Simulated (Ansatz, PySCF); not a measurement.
Gas-phase reaction in SMILES: FCBr → [CH2]F + Br atom (the Br-C bond at the site shown breaks; other sites are not compared here)
Each molecule is optimised on its own at B3LYP-D3(BJ)/def2-TZVP (Ansatz, a program for electronic structure).

Quantity: bond dissociation energy (enthalpy at 298 K, with B3LYP-D3(BJ) rigid-rotor harmonic-oscillator terms from PySCF), in kcal/mol. Cores are frozen in the correlated levels unless marked. Open shells are spin-unrestricted. No spin-orbit coupling. The frozen core is the preceding noble-gas configuration, with the filled d and f shells of earlier blocks. No relativistic terms. CBS(X,Y): correlation extrapolated as X^-3; Hartree-Fock from the larger set.

```csv
level,program,bond dissociation energy (kcal/mol)
HF/6-31G*,Ansatz,40.9
HF/cc-pVTZ,Ansatz,40.2
PBE-D3(BJ)/def2-TZVPD,Ansatz + dftd3,75.3
BLYP-D4/def2-TZVPD,Ansatz + dftd4,70.1
revPBE-D4/def2-TZVPD,Ansatz + dftd4,72.2
M06-L-D4/def2-TZVPD,PySCF + dftd4,70.0
r2SCAN-D4/def2-TZVPD,Ansatz + dftd4,70.8
TPSSh/def2-TZVPD,PySCF,69.7
SCS-MP2/6-31G,Ansatz,55.1
"CCSD(T)/CBS(cc-pVTZ,cc-pVQZ)",Ansatz,73.3
```
